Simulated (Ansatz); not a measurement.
Input for Ansatz (a first-principles code): R-CAM-B3LYP/def2-TZVPP on C4H4 (SMILES C#CC=C).

Ansatz 0.2 input:
```yaml
crystal:
  periodic: [false, false, false]
  atoms:
    - {symbol: C, position_ang: [-1.14845772, 0.75024464, 0.54775342]}
    - {symbol: C, position_ang: [-0.58892716, -0.32395828, -0.01127728]}
    - {symbol: C, position_ang: [0.78767672, -0.43096223, -0.34122754]}
    - {symbol: C, position_ang: [1.94844353, -0.55251689, -0.63238547]}
    - {symbol: H, position_ang: [-0.56687920, 1.62988201, 0.78964956]}
    - {symbol: H, position_ang: [-2.20554418, 0.76924961, 0.77506887]}
    - {symbol: H, position_ang: [-1.20114286, -1.19056553, -0.24143421]}
    - {symbol: H, position_ang: [2.97493088, -0.65147332, -0.88634734]}
basis:
  gaussian:
    orbitals: def2-TZVPP
hamiltonian:
  xc: {name: CAM-B3LYP}
scf: {lower_state_search: off}
```

Problem. What total energy does the run end on?

Solution. -154.7021 hartree.
